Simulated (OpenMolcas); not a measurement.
## Co2+: CASPT2 settings compared

| Quantity | Value |
| --- | --- |
| Program | OpenMolcas 26.06 |
| Basis | ANO-L-VDZP [5s4p2d1f] |
| Scalar Hamiltonian | non-relativistic, point nucleus |
| Active space | 7 electrons in 5 orbitals (3d) |
| State averaging | 2S+1 = 4 even, 10 roots; 2S+1 = 2 even, 35 roots kept (CI in the orbitals of an earlier block) |
| Spin-orbit coupling | RASSI with atomic mean-field integrals over the reference wave functions, term energies averaged over their components |

Methods on the same reference wave functions:
A. CASSCF
B. SS-CASPT2, IPEA 0.1 Eh, imaginary shift 0.4 Eh (closed shells correlated: 3s 3p)
C. SS-CASPT2, IPEA 0.2 Eh, real shift 0.05 Eh (closed shells correlated: 3s 3p)
D. SS-CASPT2, IPEA 0 Eh, sigma2 regulariser 0.1 Eh (closed shells correlated: 3s 3p)

Energies in cm⁻¹ above 3d⁷ ⁴F_9/2, the measured ground level; measured values from Sugar and Corliss, J. Phys. Chem. Ref. Data 10, 1097 (1981).

| Level | A | B | C | D | Measured |
| --- | --- | --- | --- | --- | --- |
| 3d⁷ ⁴F_9/2 | 0.0 | 0.0 | 0.0 | 0.0 | 0.0 |
| 3d⁷ ⁴F_7/2 | 878 | 880 | 879 | 880 | 841 |
| 3d⁷ ⁴F_5/2 | 1526 | 1525 | 1525 | 1525 | 1451 |
| 3d⁷ ⁴F_3/2 | 1972 | 1967 | 1967 | 1967 | 1867 |
| 3d⁷ ²G_9/2 | 19355 | 18070 | 18210 | 17900 | 16978 |
| 3d⁷ ⁴P_5/2 | 19411 | 17060 | 17140 | 16950 | 15202 |
| 3d⁷ ⁴P_3/2 | 19700 | 17360 | 17440 | 17250 | 15428 |
| 3d⁷ ⁴P_1/2 | 20107 | 17760 | 17840 | 17650 | 15811 |
| 3d⁷ ²G_7/2 | 20196 | 18910 | 19050 | 18730 | 17766 |
| 3d⁷ ²P_3/2 [70 %] | 25624 | 23460 | 23580 | 23310 | 20195 |
| 3d⁷ ²H_11/2 | 25765 | 24400 | 24500 | 24270 | 22720 |
| 3d⁷ ²P_1/2 | 26504 | 24640 | 24740 | 24500 |  |
| 3d⁷ ²H_9/2 | 26508 | 25150 | 25240 | 25010 | 23434 |
| 3d⁷ ²D_5/2 | 27914 | 24510 | 24670 | 24300 | 23059 |
| 3d⁷ ²D_3/2 [71 %] | 29227 | 26110 | 26250 | 25920 | 24237 |
| 3d⁷ ²F_5/2 | 44688 | 40500 | 40670 | 40280 | 37021 |
| 3d⁷ ²F_7/2 | 45028 | 40840 | 41020 | 40620 | 37316 |

Deviations, from unrounded energies. A percentage is the sum of absolute deviations over the sum of measured energies, with the sign that they share, or ± where signs differ.

```
                        Against measurement  Levels      A     B     C     D
             mean absolute deviation (cm-1)      15   3600  1700  1800  1500
      fine structure of the ground term (%)       3   +5.2  +5.1  +5.1  +5.1
other terms of the ground configuration (%)      12  +20.2  +9.3  +9.8  +8.6
```

D lies closest to measurement on these levels and A furthest from it. The largest miss of D in the table is 3d⁷ ²F_7/2, by +3300 cm-1. The ranking rests on the paired levels alone, and a cruder setting can come out closer through cancelling errors.

Among B to D the level of the table that moves most is 3d⁷ ²F_5/2, by 400 cm-1 (lowest in D, highest in C). Moves below CASPT2's spread within the term are not significant.

The mean deviations of B to D differ by less than CASPT2's widest spread within a term (1300 cm-1), so their order carries little weight.

From A to B the spin-free energies of the other terms of 3d⁷ shown, above ⁴F, scale by factors of 0.87 to 0.95, as is usual when dynamic correlation screens the repulsion within a d or f shell.

The lowest spin-free term lies below A's lowest term by 0.285 hartree in B, 0.282 hartree in C, 0.288 hartree in D.

CASPT2 breaks the degeneracy within a term, and the mean is taken; among the terms shown or strongly mixed into the levels shown the widest spread is 1300 cm-1 (3d⁷ ²H, D). Terms from blocks run as CI alone lack orbitals of their own. Without dynamic correlation excited terms often stand tens of per cent too high (terms of higher spin than the ground term too low), and those without a measured partner can miss by more than the paired ones (holds for A). Some levels mix across a computed gap that differs much from the measured one, so their mixing is not that of the real levels (holds for B; C; D). The CASPT2 spread within a term exceeds the gap to the next term for 3d⁷ ²P and 3d⁷ ²H, 3d⁷ ²H and 3d⁷ ²D, so the order of their levels is uncertain (holds for B; C; D). Some terms miss by over 15 % even with CASPT2, which points to a basis or an active space too small for the shells correlated (holds for B; C; D). Computed and measured levels are paired by configuration, term and J; levels that our copy of the source lacks, or whose pairing is in doubt (as where it misses far off the trend of its configuration), stay unpaired and out of the deviations. Only configurations of the active space appear.

A share in square brackets marks a mixed level and gives the weight of the term that names it, the lowest over the columns.
